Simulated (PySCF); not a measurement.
# Telling isomers of C6H10F2Si apart by NMR

Computational details: GFN2-xTB structure, NMR shieldings at PBE0/pcSseg-1/GIAO, in PySCF (averaged over atoms made equivalent by symmetry, fast rotation or ring inversion, no solvent model, one conformer, non-relativistic).

Chemical shifts δ = σref − σ; ¹H (σref 31.72) and ¹³C (σref 186.93) against TMS, all at this level. Splittings of carbon signals by F and P are missing where no couplings were computed. Where no couplings were computed, multiplicities follow the n + 1 count of equivalent neighbours, and m marks all less simple cases (inequivalent or close neighbours, rings, F or P nearby). Shifts are as computed. Against solution values, carbons near 30 ppm lie about +3 ppm off and those near 130 ppm about +5 ppm. Of 1211 compounds with measured shifts, 218 miss one by over three times the rms of a fit or turn the order of signals round; such compounds aren't used in these exercises.

(1) Tabulate the signals of `C/C=C1\C[SiH2][C@H]1C(F)F`, `C=C(C)[C@H]([SiH3])/C(F)=C\F`, `F/C=C(/F)[C@@H]([SiH3])C1CC1` and their relative energies.

(2) What is the quickest way to tell C/C=C1\C[SiH2][C@H]1C(F)F from F/C=C(/F)[C@@H]([SiH3])C1CC1?

(3) What is the quickest way to tell C/C=C1\C[SiH2][C@H]1C(F)F from C=C(C)[C@H]([SiH3])/C(F)=C\F?

(4) What is the quickest way to tell C=C(C)[C@H]([SiH3])/C(F)=C\F from F/C=C(/F)[C@@H]([SiH3])C1CC1?

Results:

(1) 
| SMILES | carbon types | δC | δH | E rel. (kcal/mol) |
| --- | --- | --- | --- | --- |
| C/C=C1\C[SiH2][C@H]1C(F)F | 1×C 3×CH 1×CH2 1×CH3 | 141.1, 131.6, 125.2, 44.1, 17.1, 16.8 | 6.28 (m, 1H), 5.77 (q, 1H), 4.87 (m, 1H), 4.63 (m, 1H), 2.78 (m, 1H), 2.31 (m, 1H), 2.14 (m, 1H), 1.82 (d, 3H) | 0.0 |
| C=C(C)[C@H]([SiH3])/C(F)=C\F | 2×C 2×CH 1×CH2 1×CH3 | 168.2, 154.1, 147.3, 117.8, 33.4, 28.2 | 7.44 (m, 1H), 5.45 (br s, 1H), 5.27 (br s, 1H), 4.05 (d, 3H), 2.95 (m, 1H), 2.00 (s, 3H) | 20.3 |
| F/C=C(/F)[C@@H]([SiH3])C1CC1 | 1×C 3×CH 2×CH2 | 168.4, 147.3, 31.4, 13.2, 9.3, 8.1 | 7.51 (m, 1H), 4.02 (d, 3H), 1.51 (m, 1H), 1.12 (m, 1H), 0.73 (m, 1H), 0.63 (m, 1H), 0.29 (m, 1H), 0.19 (m, 1H) | 24.3 |

Energies are electronic energies at PBE0/pcSseg-1 on these geometries, without zero-point or thermal terms, each for the one conformer computed, which needn't be the lowest.

(2) Both give the same number of carbon signals, but DEPT or the intensities differ. The first has an allylic methyl carbon (CH3) at 17.1 ppm, the second a three-membered-ring carbon (CH) at 13.2 ppm. Their most deshielded carbons lie at 141.1 and 168.4 ppm. In the proton spectra the most deshielded non-exchanging signals are 6.28 (m, 1H) and 7.51 (m, 1H).

(3) Both give the same number of carbon signals, but DEPT or the intensities differ. The first has an allylic sp3 CH2 bonded to Si at 16.8 ppm, the second a terminal =CH2 carbon at 117.8 ppm. Their most deshielded carbons lie at 141.1 and 168.2 ppm. In the proton spectra the most deshielded non-exchanging signals are 6.28 (m, 1H) and 7.44 (m, 1H).

(4) Both give the same number of carbon signals, but DEPT or the intensities differ. The first has a terminal =CH2 carbon at 117.8 ppm, the second a three-membered-ring carbon (CH2) at 9.3 ppm. Their most deshielded carbons lie at 168.2 and 168.4 ppm.
